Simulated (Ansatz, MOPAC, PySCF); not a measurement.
Species: HSiO, net charge 1, singlet state. SMILES of the parent species: O=[SiH]
Geometry: optimised at B3LYP-D3(BJ)/def2-TZVP (Ansatz, an electronic-structure program).

Unscaled harmonic wavenumbers (cm⁻¹) in rising order, each level at the stationary point that it reaches from this structure (no distance between atoms moves by over 0.3 Å); the order of modes can differ between levels, and a negative number is imaginary. B3LYP-D3(BJ)/def2-TZVP (PySCF, at the structure above): 435, 435, 1310, 2222.

AM1 (MOPAC): 499, 499, 1303, 2241. Zero-point energy 6.5 against 6.3 kcal/mol; where all levels lie over 400 cm⁻¹, the wavenumbers are on average 1.075 times those of B3LYP-D3(BJ)/def2-TZVP.

HF/3-21G (Ansatz): 454, 454, 1347, 2441. Zero-point energy 6.7 against 6.3 kcal/mol; where all levels lie over 400 cm⁻¹, the wavenumbers are on average 1.053 times those of B3LYP-D3(BJ)/def2-TZVP.
